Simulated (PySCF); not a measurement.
Solvent effects on NMR parameters

Geometry:
| atom | x (Å) | y (Å) | z (Å) |
| --- | --- | --- | --- |
| C1 | 2.259 | -0.512 | 0.084 |
| C2 | 0.786 | -0.304 | 0.049 |
| C3 | -0.182 | -1.188 | -0.233 |
| C4 | -1.612 | -0.720 | -0.196 |
| C5 | -1.618 | 0.814 | -0.173 |
| P6 | 0.058 | 1.332 | 0.380 |
| S7 | 0.894 | 2.896 | -0.416 |
| H8 | 2.755 | 0.230 | -0.562 |
| H9 | 2.657 | -0.361 | 1.101 |
| H10 | 2.534 | -1.523 | -0.250 |
| H11 | 0.040 | -2.236 | -0.462 |
| H12 | -2.107 | -1.130 | 0.703 |
| H13 | -2.181 | -1.113 | -1.054 |
| H14 | -1.714 | 1.234 | -1.186 |
| H15 | -2.408 | 1.255 | 0.451 |
| H16 | -0.038 | 1.376 | 1.805 |

GIAO PBE0/pcSseg-1 in PySCF 2.14 on one PBE0-D3(BJ)/def2-SVP conformer, non-relativistic, equivalent nuclei averaged. Solvents enter as an IEF-PCM continuum (cyclohexane with ε = 2.0, dimethylsulfoxide with ε = 46.8) around the gas-phase geometry. Shifts are referred to TMS, CS2 computed in the same medium.

Gas phase, δ in ppm: C3 146.2, C2 145.2, C5 34.7, C4 31.8, C1 15.7, S7 -251.1, H16 7.77, H11 6.17, H13 2.50, H12 2.37, H15 2.27, H8/H9/H10 2.00, H14 1.62. Dipole moment 4.96 D.

Problem. How does each δ change in the continuum?

Solution. 
| atoms | environment | Δδ, cyclohexane | Δδ, dimethylsulfoxide |
| --- | --- | --- | --- |
| C3 | alkene CH | +2.3 | +6.4 |
| C2 | fully substituted alkene carbon | -1.1 | -3.3 |
| C5 | sp3 CH2 bonded to P | +0.3 | +1.0 |
| C4 | allylic sp3 CH2 | +0.7 | +2.0 |
| C1 | allylic methyl carbon | 0.0 | +0.1 |
| S7 | sulfur bonded to P | -18.3 | -44.4 |
| H16 | hydrogen on a phosphorus bonded to 2 C, S, in a 5-membered ring | -0.07 | -0.10 |
| H11 | hydrogen on an alkene CH | +0.16 | +0.43 |
| H13 | hydrogen on an allylic sp3 CH2 | +0.09 | +0.22 |
| H12 | hydrogen on an allylic sp3 CH2 | +0.08 | +0.24 |
| H15 | hydrogen on an sp3 CH2 bonded to P | +0.14 | +0.39 |
| H8/H9/H10 | hydrogen on an allylic methyl carbon | +0.02 | +0.03 |
| H14 | hydrogen on an sp3 CH2 bonded to P | +0.06 | +0.07 |

Changes are relative to the gas phase. The dipole moment becomes 5.79 D in cyclohexane, 7.20 D in dimethylsulfoxide.

Problem. Which of the listed nuclei move most (in ppm), and what does the model miss?

Solution. S7 (sulfur bonded to P, -44.4 ppm) in dimethylsulfoxide. A continuum only polarises the solute; specific hydrogen bonds, the anisotropy of aromatic solvents and changes of geometry or conformer are outside it.
